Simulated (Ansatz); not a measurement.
Molecule: NO (charge +1, singlet). 
Coordinates optimised at B3LYP-D3(BJ)/def2-TZVP (Ansatz, a quantum-chemistry and plane-wave program):
```
N
O 1 1.0564
```
Charge +1, spin multiplicity 1.

Basis-set convergence of Hartree-Fock and CCSD correlation energies (hartree) with Ansatz. Cores are frozen in the correlated levels unless marked. Spin-orbit coupling is left out. No relativistic terms.

```tsv
basis	functions	E(HF)	E(corr, CCSD)
def2-SVP	28	-128.80223	-0.33341
def2-TZVPP	62	-128.97290	-0.39529
def2-QZVPP	114	-128.97869	-0.41871
```

Extrapolating the two largest sets (X = 3 and 4) as X^-3: E(corr) = (64·(-0.41871) - 27·(-0.39529))/37 = -0.4358 Eh, an estimate of the basis-set limit. The largest set recovers 96.1 % of it, the smallest 76.5 %.
